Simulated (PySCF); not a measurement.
Radial density of Rh³⁺ (rhodium, charge +3)

UHF, [Kr] 4d6, high-spin 5D determinant. Calculation: PySCF 2.14, in aug-cc-pVDZ-PP with ECP28MDF (5s5p4d2f, 54 functions); scalar relativity through the core potential. This is the valence pseudo-density: the core potential removes the inner electrons and smooths the orbitals near the nucleus.

| r (bohr) | 4πr²ρ (e/bohr) | 4πr²(ρα − ρβ) |
| --- | --- | --- |
| 0.0198 | 1.207e-05 | 0.0000 |
| 0.0333 | 3.098e-05 | 0.0000 |
| 0.0561 | 7.741e-05 | 0.0000 |
| 0.0943 | 0.0003197 | 0.0001 |
| 0.159 | 0.003375 | 0.0011 |
| 0.267 | 0.05830 | 0.0184 |
| 0.449 | 1.421 | 0.2911 |
| 0.755 | 11.90 | 2.2106 |
| 1.27 | 10.85 | 3.2245 |
| 2.14 | 1.562 | 0.7951 |
| 3.59 | 0.03419 | 0.0179 |
| 6.04 | 6.925e-05 | 0.0000 |

Energies and moments cover only the electrons outside the core potential.
